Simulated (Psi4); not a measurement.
Job for Psi4: SAPT0/jun-cc-pV(D+d)Z on CH4O2 (a complex).

```
memory 2025 MB

molecule dimer {
0 1
O    -0.15034444    0.43763072   -0.11457981
H     0.49207440    0.16848233   -0.77929745
H    -0.52355021   -0.38205229    0.22990852
--
0 1
C    -0.00200565    0.57211036    2.69855447
O    -0.40590275   -0.54843074    2.85925761
H     1.07749534    0.81204380    2.69975026
H    -0.68409175    1.42763481    2.54715467
units angstrom
symmetry c1
no_reorient
no_com
}

set {
  basis jun-cc-pV(D+d)Z
  scf_type df
  freeze_core true
}

energy('sapt0')
```

The log:

```
[...]
==> Input File <==

--------------------------------------------------------------------------
memory 2025 MB

molecule dimer {
0 1
O    -0.15034444    0.43763072   -0.11457981
H     0.49207440    0.16848233   -0.77929745
H    -0.52355021   -0.38205229    0.22990852
--
0 1
C    -0.00200565    0.57211036    2.69855447
O    -0.40590275   -0.54843074    2.85925761
H     1.07749534    0.81204380    2.69975026
H    -0.68409175    1.42763481    2.54715467
units angstrom
symmetry c1
no_reorient
no_com
}

set {
  basis jun-cc-pV(D+d)Z
  scf_type df
  freeze_core true
}

energy('sapt0')
--------------------------------------------------------------------------


   => Loading Basis Set <=

    Name: JUN-CC-PV(D+D)Z
    Role: ORBITAL
    Keyword: BASIS
    atoms 1, 5     entry O          line   256 file jun-cc-pv_dpd_z.gbs
    atoms 2-3, 6-7 entry H          line    60 file jun-cc-pv_dpd_z.gbs
    atoms 4        entry C          line   188 file jun-cc-pv_dpd_z.gbs

   => Loading Basis Set <=

    Name: JUN-CC-PV(D+D)Z
    Role: ORBITAL
    Keyword: BASIS
    atoms 1, 5     entry O          line   256 file jun-cc-pv_dpd_z.gbs
    atoms 2-3, 6-7 entry H          line    60 file jun-cc-pv_dpd_z.gbs
    atoms 4        entry C          line   188 file jun-cc-pv_dpd_z.gbs


  //>>>>>>>>>>>>>>>>>>>>>>>>>>>>>>>>>>>//
  //              Dimer HF             //
  //<<<<<<<<<<<<<<<<<<<<<<<<<<<<<<<<<<<//

   => Libint2 <=

    Primary   basis highest AM E, G, H:  7, 6, 3
    Auxiliary basis highest AM E, G, H:  7, 7, 4
    Onebody   basis highest AM E, G, H:  -, -, -
    Solid Harmonics ordering:            Gaussian


   => Loading Basis Set <=

    Name: JUN-CC-PV(D+D)Z
    Role: ORBITAL
    Keyword: BASIS
    atoms 1, 5     entry O          line   256 file jun-cc-pv_dpd_z.gbs
    atoms 2-3, 6-7 entry H          line    60 file jun-cc-pv_dpd_z.gbs
    atoms 4        entry C          line   188 file jun-cc-pv_dpd_z.gbs


         ---------------------------------------------------------
                                   SCF
               by Justin Turney, Rob Parrish, Andy Simmonett
                          and Daniel G. A. Smith
                              RHF Reference
                        1 Threads,   1931 MiB Core
         ---------------------------------------------------------

  ==> Geometry <==

    Molecular point group: c1
    Full point group: C1

    Geometry (in Angstrom), charge = 0, multiplicity = 1:

       Center              X                  Y                   Z               Mass
    ------------   -----------------  -----------------  -----------------  -----------------
         O           -0.150344440000     0.437630720000    -0.114579810000    15.994914619570
         H            0.492074400000     0.168482330000    -0.779297450000     1.007825032230
         H           -0.523550210000    -0.382052290000     0.229908520000     1.007825032230
         C           -0.002005650000     0.572110360000     2.698554470000    12.000000000000
         O           -0.405902750000    -0.548430740000     2.859257610000    15.994914619570
         H            1.077495340000     0.812043800000     2.699750260000     1.007825032230
         H           -0.684091750000     1.427634810000     2.547154670000     1.007825032230

  Running in c1 symmetry.

  Rotational constants: A =      0.91252  B =      0.07097  C =      0.06756 [cm^-1]
  Rotational constants: A =  27356.77588  B =   2127.70581  C =   2025.28905 [MHz]
  Nuclear repulsion =   68.525511134041679

  Charge       = 0
  Multiplicity = 1
  Electrons    = 26
  Nalpha       = 13
  Nbeta        = 13

  ==> Algorithm <==

  SCF Algorithm Type is DF.
  DIIS enabled.
  MOM disabled.
  Fractional occupation disabled.
  Guess Type is SAD.
  Energy threshold   = 1.00e-08
  Density threshold  = 1.00e-08
  Integral threshold = 1.00e-12

  ==> Primary Basis <==

  Basis Set: JUN-CC-PV(D+D)Z
    Blend: JUN-CC-PV(D+D)Z
    Number of shells: 36
    Number of basis functions: 74
    Number of Cartesian functions: 77
    Spherical Harmonics?: true
    Max angular momentum: 2

   => Loading Basis Set <=

    Name: (JUN-CC-PV(D+D)Z AUX)
    Role: JKFIT
    Keyword: DF_BASIS_SCF
    atoms 1, 5     entry O          line   258 file jun-cc-pvdz-jkfit.gbs
    atoms 2-3, 6-7 entry H          line    70 file jun-cc-pvdz-jkfit.gbs
    atoms 4        entry C          line   146 file jun-cc-pvdz-jkfit.gbs

  ==> Integral Setup <==

  DFHelper Memory: AOs need 0.015 GiB; user supplied 1.414 GiB.
  SCF_SUBTYPE=INCORE selected. In-core MEM_DF algorithm will be used.
  Using in-core AOs.

  ==> MemDFJK: Density-Fitted J/K Matrices <==

    J tasked:                   Yes
    K tasked:                   Yes
    wK tasked:                   No
    OpenMP threads:               1
    Algorithm:                 Core
    Schwarz Cutoff:           1E-12
    Mask sparsity (%):       0.0000
    Fitting Condition:        1E-10

   => Auxiliary Basis Set <=

  Basis Set: (JUN-CC-PV(D
[...]
rgy:  -113.88287521301849

   => Energetics <=

    Nuclear Repulsion Energy =             31.3544698466497458
    One-Electron Energy =                -217.3501552921502196
    Two-Electron Energy =                  72.1128102324819764
    Total Energy =                       -113.8828752130184938

Computation Completed


Properties will be evaluated at   0.000000,   0.000000,   0.000000 [a0]

Properties computed using the SCF density matrix


 Multipole Moments:

 ------------------------------------------------------------------------------------
     Multipole            Electronic (a.u.)      Nuclear  (a.u.)        Total (a.u.)
 ------------------------------------------------------------------------------------

 L = 1.  Multiply by 2.5417464519 to convert [e a0] to [Debye]
 Dipole X            :          5.8014325           -5.4156760            0.3857565
 Dipole Y            :         -1.3571359            2.4280994            1.0709635
 Dipole Z            :        -83.8881244           83.7380971           -0.1500273
 Magnitude           :                                                    1.1481633

 ------------------------------------------------------------------------------------

  Constructing Basis Sets for SAPT...

   => Loading Basis Set <=

    Name: (JUN-CC-PV(D+D)Z AUX)
    Role: RIFIT
    Keyword: DF_BASIS_SAPT
    atoms 1, 5     entry O          line   188 file jun-cc-pvdz-ri.gbs
    atoms 2-3, 6-7 entry H          line    30 file jun-cc-pvdz-ri.gbs
    atoms 4        entry C          line   100 file jun-cc-pvdz-ri.gbs

   => Loading Basis Set <=

    Name: (JUN-CC-PV(D+D)Z AUX)
    Role: JKFIT
    Keyword: DF_BASIS_ELST
    atoms 1, 5     entry O          line   258 file jun-cc-pvdz-jkfit.gbs
    atoms 2-3, 6-7 entry H          line    70 file jun-cc-pvdz-jkfit.gbs
    atoms 4        entry C          line   146 file jun-cc-pvdz-jkfit.gbs


  //>>>>>>>>>>>>>>>>>>>>>>>>>>>>>>>>>>>//
  //               SAPT0               //
  //<<<<<<<<<<<<<<<<<<<<<<<<<<<<<<<<<<<//



        SAPT0
    Ed Hohenstein
     6 June 2009

      Orbital Information
  --------------------------
    NSO        =        74
    NMO        =        74
    NRI        =       251
    NRI (Elst) =       329
    NOCC A     =         5
    NOCC B     =         8
    FOCC A     =         1
    FOCC B     =         2
    NVIR A     =        69
    NVIR B     =        66

    Elst10,r            =    -0.009042221954 [Eh]
    Exch10              =     0.007089487865 [Eh]
    Exch10 (S^2)        =     0.007058644116 [Eh]

    Maxiter = 50
    CPHF R converge = 1.000000E-08

    Iter     Energy [mEh]          dE [mEh]         Residual      Time [s]
       1      -1.19623773       1.196237725     5.728785e-03             0
       2      -1.54356048       0.347322755     1.605005e-03             0
       3      -1.54790720       0.004346723     6.290973e-04             0
       4      -1.54065833      -0.007248874     1.322832e-04             0
       5      -1.54071095       0.000052624     3.122156e-05             0
       6      -1.54097019       0.000259240     6.172669e-06             0
       7      -1.54090944      -0.000060752     1.022549e-06             0
       8      -1.54091620       0.000006755     2.207092e-07             0
       9      -1.54091534      -0.000000859     5.017305e-08             0
      10      -1.54091537       0.000000032     1.242774e-08             0
      11      -1.54091540       0.000000027     2.340566e-09             0

    CHF Iterations converged

    Maxiter = 50
    CPHF R converge = 1.000000E-08

    Iter     Energy [mEh]          dE [mEh]         Residual      Time [s]
       1      -1.23258454       1.232584544     8.555866e-03             0
       2      -1.32413261       0.091548070     3.235365e-03             0
       3      -1.46537533       0.141242718     8.526488e-04             0
       4      -1.45589691      -0.009478423     3.738491e-04             0
       5      -1.45260169      -0.003295215     1.046769e-04             0
       6      -1.45427259       0.001670894     2.136632e-05             0
       7      -1.45407732      -0.000195270     7.293076e-06             0
       8      -1.45410194       0.000024621     3.861062e-06             0
       9      -1.45411099       0.000009047     1.084819e-06             0
      10      -1.45410560      -0.000005387     1.850863e-07             0
      11      -1.45410615       0.000000555     2.865497e-08             0
      12      -1.45410620       0.000000043     8.049537e-09             0

    CHF Iterations converged

    Ind20,r (A<-B)      =    -0.001540915396 [Eh]
    Ind20,r (B<-A)      =    -0.001454106197 [Eh]
    Ind20,r             =    -0.002995021593 [Eh]
    Exch-Ind20,r (A<-B) =     0.001188249197 [Eh]
    Exch-Ind20,r (B<-A) =     0.000939442684 [Eh]
    Exch-Ind20,r        =     0.002127691881 [Eh]
    Disp20              =    -0.002466593467 [Eh]
    Disp20 (SS)         =    -0.001233296734 [Eh]
    Disp20 (OS)         =    -0.001233296734 [Eh]
    Exch-Disp20         =     0.000432963102 [Eh]
    Exch-Disp20 (SS)    =     0.000240110370 [Eh]
    Exch-Disp20 (OS)    =     0.000192852732 [Eh]

    SAPT Results
  --------------------------------------------------------------------------------------------------------
    Electrostatics                 -9.04222195 [mEh]      -5.67407994 [kcal/mol]     -23.74035047 [kJ/mol]
      Elst10,r                     -9.04222195 [mEh]      -5.67407994 [kcal/mol]     -23.74035047 [kJ/mol]

    Exchange                        7.08948787 [mEh]       4.44872080 [kcal/mol]      18.61344783 [kJ/mol]
      Exch10                        7.08948787 [mEh]       4.44872080 [kcal/mol]      18.61344783 [kJ/mol]
      Exch10(S^2)                   7.05864412 [mEh]       4.42936605 [kcal/mol]      18.53246757 [kJ/mol]

    Induction                      -1.45407633 [mEh]      -0.91244667 [kcal/mol]      -3.81767689 [kJ/mol]
      Ind20,r                      -2.99502159 [mEh]      -1.87940442 [kcal/mol]      -7.86342811 [kJ/mol]
      Exch-Ind20,r                  2.12769188 [mEh]       1.33514681 [kcal/mol]       5.58625426 [kJ/mol]
      delta HF,r (2)               -0.58674662 [mEh]      -0.36818906 [kcal/mol]      -1.54050304 [kJ/mol]

    Dispersion                     -2.03363036 [mEh]      -1.27612232 [kcal/mol]      -5.33929579 [kJ/mol]
      Disp20                       -2.46659347 [mEh]      -1.54781077 [kcal/mol]      -6.47604026 [kJ/mol]
      Exch-Disp20                   0.43296310 [mEh]       0.27168845 [kcal/mol]       1.13674447 [kJ/mol]
      Disp20 (SS)                  -1.23329673 [mEh]      -0.77390538 [kcal/mol]      -3.23802013 [kJ/mol]
      Disp20 (OS)                  -1.23329673 [mEh]      -0.77390538 [kcal/mol]      -3.23802013 [kJ/mol]
      Exch-Disp20 (SS)              0.24011037 [mEh]       0.15067153 [kcal/mol]       0.63040969 [kJ/mol]
      Exch-Disp20 (OS)              0.19285273 [mEh]       0.12101692 [kcal/mol]       0.50633478 [kJ/mol]

  Total HF                         -3.40681042 [mEh]      -2.13780582 [kcal/mol]      -8.94457953 [kJ/mol]
  Total SAPT0                      -5.44044079 [mEh]      -3.41392814 [kcal/mol]     -14.28387532 [kJ/mol]

  Special recipe for scaled SAPT0 (see Manual):
    Electrostatics sSAPT0          -9.04222195 [mEh]      -5.67407994 [kcal/mol]     -23.74035047 [kJ/mol]
    Exchange sSAPT0                 7.08948787 [mEh]       4.44872080 [kcal/mol]      18.61344783 [kJ/mol]
    Induction sSAPT0               -1.42606252 [mEh]      -0.89486774 [kcal/mol]      -3.74412664 [kJ/mol]
    Dispersion sSAPT0              -2.02792985 [mEh]      -1.27254519 [kcal/mol]      -5.32432908 [kJ/mol]
  Total sSAPT0                     -5.40672646 [mEh]      -3.39277207 [kcal/mol]     -14.19535836 [kJ/mol]
  --------------------------------------------------------------------------------------------------------



*** Psi4 exiting successfully. Buy a developer a beer!
```

The run finished.

Cost: very roughly 3 core-seconds.
